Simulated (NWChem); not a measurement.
A series in which one site is exchanged, each optimised at PBE0/def2-SVP with NWChem, gas phase unless a solvent is named. All stand in one matching conformer (torsions within 35°), which need not be the lowest. This build's default masses of Se (78.918 u) and Br (79.917 u) are each other's, which moves their modes by up to 0.6 %. Some are not confirmed as minima by frequencies. def2 effective core potentials on Cd; no spin-orbit coupling.

A: [F][Zn][SeH] (ZnHSeF; site = Zn)
B: [F][Cd][SeH] (CdHSeF; site = Cd)
C: [Mg]([F])[SeH] (MgHSeF; site = Mg)
D: [F][Be][SeH] (BeHSeF; site = Be)

```csv
quantity,A,B,C,D
"dipole (D), PBE0/def2-SVP",?,1.64,1.05,1.00
"orbital gap (eV), PBE0/def2-SVP",?,5.45,5.44,6.88
"static polarisability, PBE/def2-SVPD (bohr³)",?,62.2,56.2,45.0
"lowest singlet excitation, PBE/def2-SVPD, TDA (eV)",?,3.60,3.77,4.98
```

Question: Complete the blanks.

Answer: 
- dipole (D), PBE0/def2-SVP, A: 1.44
- orbital gap (eV), PBE0/def2-SVP, A: 5.98
- static polarisability, PBE/def2-SVPD (bohr³), A: 54.4
- lowest singlet excitation, PBE/def2-SVPD, TDA (eV), A: 4.09
